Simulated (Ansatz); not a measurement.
Ansatz (an electronic-structure program) input:

Ansatz 0.2 input:
```yaml
crystal:
  periodic: [false, false, false]
  atoms:
    - {symbol: C, position_ang: [2.59185668, 0.23353234, 0.85959796]}
    - {symbol: C, position_ang: [1.33963107, 0.63465522, 0.08654331]}
    - {symbol: C, position_ang: [0.48590429, -0.57869770, -0.32598208]}
    - {symbol: C, position_ang: [-0.72759448, -0.19424485, -1.10378557]}
    - {symbol: C, position_ang: [-1.99365948, -0.00235347, -0.57158579]}
    - {symbol: C, position_ang: [-2.36340410, -0.15470936, 0.74722316]}
    - {symbol: H, position_ang: [3.18025573, 1.10773097, 1.14406005]}
    - {symbol: H, position_ang: [2.33302663, -0.30599380, 1.77389033]}
    - {symbol: H, position_ang: [3.23193730, -0.41933941, 0.26121653]}
    - {symbol: H, position_ang: [0.72411041, 1.30647641, 0.69034943]}
    - {symbol: H, position_ang: [1.61934517, 1.19658044, -0.80924864]}
    - {symbol: H, position_ang: [0.20802208, -1.13535541, 0.57261896]}
    - {symbol: H, position_ang: [1.10695735, -1.25070743, -0.92752898]}
    - {symbol: H, position_ang: [-0.59058924, -0.00064118, -2.16190201]}
    - {symbol: H, position_ang: [-2.76902149, 0.30331743, -1.26815913]}
    - {symbol: H, position_ang: [-3.38235811, 0.02065009, 1.06134568]}
    - {symbol: H, position_ang: [-1.65808991, -0.45181096, 1.51129186]}
basis:
  gaussian:
    orbitals: cc-pVQZ
hamiltonian:
  xc: pbe
magnetization: {spin_polarized: true, initial_magnetization: 1}
correlation: {method: rpa, electrons: outside_noble_gas}
```

Q: What final total energy does it print?

A: -235.41179 Eh (RPA@PBE/cc-pVQZ). The basis has 660 functions.

It need not be the lowest isomer of its formula.
